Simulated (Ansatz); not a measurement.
Single points on Ge(NH2)2H2 (GeN₂H₆).

```yaml
crystal:
  periodic: [false, false, false]
  atoms:
    - {symbol: Ge, position_ang: [-0.561337, 0.008597, -0.396225]}
    - {symbol: N, position_ang: [-0.716535, -0.003443, 1.439827]}
    - {symbol: H, position_ang: [-0.336001, 0.804715, 1.911905]}
    - {symbol: H, position_ang: [-0.375206, -0.837841, 1.895948]}
    - {symbol: N, position_ang: [1.116718, -0.002697, -1.157364]}
    - {symbol: H, position_ang: [1.672178, -0.825269, -0.968634]}
    - {symbol: H, position_ang: [1.677863, 0.817787, -0.976565]}
    - {symbol: H, position_ang: [-1.224118, 1.309660, -0.867025]}
    - {symbol: H, position_ang: [-1.253572, -1.271508, -0.881877]}
basis:
  gaussian: {orbitals: def2-TZVP, initial_orbitals: start.molden}
hamiltonian: {xc: {name: LC-wPBE, parameters: {omega: 0.3/bohr}}}
scf: {omitted_lower_state_checks: [starts]}
output: {orbitals: {seedname: orbitals}}
```

The file start.molden holds the orbitals of an earlier run on this structure, at another level or in another basis.

```sh
$ ansatz run in.yaml --threads 4 --pin off --events-out ev --progress --plain --max-ram 3916MiB
```

Shortened log:

```
Functional definition: LC-wPBE
932 factors; their error is unknown
250 factors; integrals over basis functions are off by at most 8.4e-6 eV
mean field evaluation 1: about -59587.8563 eV, gradient 9.5e0 eV
mean field evaluation 2: about -59587.9366 eV, gradient 8.8e-2 eV
mean field evaluation 4: about -59587.9105 eV, gradient 1.9e-4 eV
mean field -59587.91047550 eV, -2189.8153198381 hartree, gradient 1.5e-5 eV, S^2 0.000000; 0 other end points of the search recorded, 0 dependent functions left out
reference -59587.91047551 eV, -2189.8153198386 hartree; 26, 26 occupied and 120, 120 virtual orbitals, 932 factors
Total energy: -59587.91047551 eV, -2189.8153198386 hartree
Checks for a lower state left out: starts
```

It took 1.3 s on 4 threads of Arm Neoverse V1 on a shared host.

As the first input, with `hamiltonian: {xc: r2scan, dispersion: d4}` (abridged; 2.2 s):

```
Functional definition: r2SCAN
mean field -59595.97213460 eV, -2190.1115803457 hartree, gradient 1.9e-5 eV, S^2 0.000000
Total energy: -59596.00505087 eV, -2190.1127899966 hartree
Checks for a lower state left out: starts
```

First input, but with `gaussian: {orbitals: def2-TZVPD, initial_orbitals: start.molden}`, `hamiltonian: {xc: pbe0, dispersion: d4}` (abridged; 2 s):

```
Functional definition: PBE0
mean field -59587.33654427 eV, -2189.7942282546 hartree, gradient 2.4e-5 eV, S^2 0.000000
Total energy: -59587.45164998 eV, -2189.7984583115 hartree
Checks for a lower state left out: starts
```

The first input with `gaussian: {orbitals: def2-TZVPD, initial_orbitals: start.molden}`, `hamiltonian: {xc: pbe, dispersion: d4}` (abridged; 1.4 s):

```
Functional definition: PBE
mean field -59585.58435333 eV, -2189.7298364251 hartree, gradient 1.3e-5 eV, S^2 0.000000
Total energy: -59585.72176626 eV, -2189.7348862570 hartree
Checks for a lower state left out: starts
```

Geometry: PBE0-D4/def2-TZVP.
